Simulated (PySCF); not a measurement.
PySCF input (M06-2X/6-31G* with LANL2DZ past Ar (5d)):

```python
from pyscf import gto, dft

mol = gto.M(
    atom='''
    C     0.52341100    1.59622000    1.50921600
    Si    0.30668700   -0.10274400    0.76678100
    C    -0.93038900   -1.11887000    1.72688100
    C     1.93972300   -0.99084100    0.59608700
    Br   -0.52806700    0.17691000   -1.32027800
    H    -0.42952200    2.12478200    1.56197100
    H     0.92624900    1.51648000    2.52264600
    H     1.21259000    2.19803300    0.91499600
    H    -1.89498500   -0.61208900    1.78138200
    H    -1.08465300   -2.09225600    1.25894300
    H    -0.57286300   -1.28323400    2.74709500
    H     2.38670500   -1.15121400    1.58105700
    H     1.80848300   -1.96319900    0.11907700
    H     2.64026400   -0.40978200   -0.00545800
    ''',
    basis={'default': '6-31g*', 'Br': 'lanl2dz'},
    ecp={'Br': 'lanl2dz'},
    charge=0,
    spin=0,
    verbose=4,
)

mf = dft.RKS(mol, xc='m062x')
mf.grids.level = 4
mf.conv_tol = 1e-9
mf.max_cycle = 100
mf.max_memory = 1500
mf.kernel()
if not mf.converged:
    mf = mf.newton()
    mf.kernel(mf.make_rdm1())
mf.dip_moment()
```

From the output:

```
grids dens level: 4
symmetrized grids: False
atomic radii adjust function: <function treutler_atomic_radii_adjust>
small_rho_cutoff = 0
Set gradient conv threshold to 3.16228e-05
Initial guess from minao.
tot grids = 286304
init E= -411.64041625151
  HOMO = -0.0738319561123565  LUMO = 0.0459041047625952  gap/eV = 3.25818
cycle= 1 E= -421.91463957866  delta_E= -10.3  |g|= 1.04  |ddm|= 4.98
  HOMO = -0.269002736472848  LUMO = 0.0128499319819078  gap/eV = 7.66960
cycle= 2 E= -422.120785682079  delta_E= -0.206  |g|= 0.739  |ddm|= 2.76
  HOMO = -0.344213603545454  LUMO = 0.046493780186605  gap/eV = 10.63169
cycle= 3 E= -422.314527103667  delta_E= -0.194  |g|= 0.109  |ddm|=  1.1
  HOMO = -0.317039174247903  LUMO = 0.0733433110964476  gap/eV = 10.62285
cycle= 4 E= -422.317481952272  delta_E= -0.00295  |g|= 0.033  |ddm|= 0.141
  HOMO = -0.324945026596296  LUMO = 0.071905552699711  gap/eV = 10.79885
cycle= 5 E= -422.317819022513  delta_E= -0.000337  |g|= 0.0054  |ddm|= 0.0465
  HOMO = -0.325350158508667  LUMO = 0.0709090477684597  gap/eV = 10.78276
cycle= 6 E= -422.317827985386  delta_E= -8.96e-06  |g|= 0.00108  |ddm|= 0.00837
  HOMO = -0.325272019675657  LUMO = 0.0710838486919805  gap/eV = 10.78539
cycle= 7 E= -422.31782854978  delta_E= -5.64e-07  |g|= 0.000208  |ddm|= 0.0026
  HOMO = -0.325307261972355  LUMO = 0.0710527568182542  gap/eV = 10.78551
cycle= 8 E= -422.317828565096  delta_E= -1.53e-08  |g|= 3.85e-05  |ddm|= 0.000392
  HOMO = -0.325302096014927  LUMO = 0.0710592984189375  gap/eV = 10.78554
cycle= 9 E= -422.317828565699  delta_E= -6.04e-10  |g|= 4.39e-06  |ddm|= 7.05e-05
  HOMO = -0.325303310548748  LUMO = 0.0710581331715758  gap/eV = 10.78554
Extra cycle  E= -422.317828565707  delta_E= -7.5e-12  |g|= 1.41e-06  |ddm|= 1.18e-05
converged SCF energy = -422.317828565707
Dipole moment(X, Y, Z, Debye):  1.17039, -0.39200,  2.92637
```

The geometry given is a B3LYP-D3(BJ)/def2-TZVP minimum.
